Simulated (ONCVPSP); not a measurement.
## Which change was made? (Lu, ONCV)

* Element: lutetium
* Generator: ONCVPSP 4.0.1
* Type: optimised norm-conserving Vanderbilt (ONCV)
* Functional: LDA (Perdew-Zunger)
* Relativity: scalar-relativistic
* Frozen core: [Xe]
* Valence charge: 17
* Reference configuration: 4f14 5d1 6s1 6p1
* Partial waves: 6s: rc 3.20 bohr, ncon 3, nbas 7, qcut 1.9 1/bohr, 3 projectors, debl 1.7 Ha; 6p: rc 3.20 bohr, ncon 3, nbas 7, qcut 2.1 1/bohr, 3 projectors, debl 2.2 Ha; 5d: rc 2.45 bohr, ncon 4, nbas 9, qcut 5.7 1/bohr, 2 projectors, debl 1.3 Ha; 4f: rc 1.15 bohr, ncon 4, nbas 8, qcut 15.2 1/bohr, 1 projector
* Local potential: polynomial inside 1.15 bohr (lpopt 5, dvloc0 6 Ha)
* Core correction: Teter function, fcfact 5, rcfact 1.2

Cutoffs, loose and tight: the cutoffs (Ha) at which the residual kinetic energy of the hardest occupied pseudo-wave falls to 1 and 0.1 mHa per electron. They do not see the model core or the augmentation charge, which bear on the density cutoff. Test errors are all-electron minus pseudo excitation energies from the reference, over the configurations 4f14 5d1 6s2 6p0; 4f14 5d1 6s1 6p0; 4f14 5d1 6s0 6p0; 4f14 5d2 6s1 6p0; variants that change the core or the reference have their own tests.

The base gives: outcome: generated; cutoff, loose: 100 Ha; cutoff, tight: 108 Ha; bound ghosts: s; GHOST(+) flags above zero: s, p; largest test error (meV): -19.

**Question.** After one change the result is: outcome: generated; cutoff, loose: 100 Ha; cutoff, tight: 108 Ha; bound ghosts: s, p; GHOST(+) flags above zero: s, p, d; largest test error (meV): -19. Which change was it?
A. s: qcut 1.2; p: qcut 1.3; d: qcut 3.5; f: qcut 9.3
B. functional revPBE
C. local potential polynomial inside 1.00 bohr (lpopt 5, dvloc0 -1 Ha)

**Answer.** C. The others give: s: qcut 1.2; p: qcut 1.3; d: qcut 3.5; f: qcut 9.3 → outcome: generated; cutoff, loose: 253 Ha; cutoff, tight: 351 Ha; bound ghosts: s; GHOST(+) flags above zero: s, p, d; largest test error (meV): -14 | functional revPBE → outcome: generated; cutoff, loose: 100 Ha; cutoff, tight: 108 Ha; bound ghosts: s; GHOST(+) flags above zero: s, p; largest test error (meV): +56.
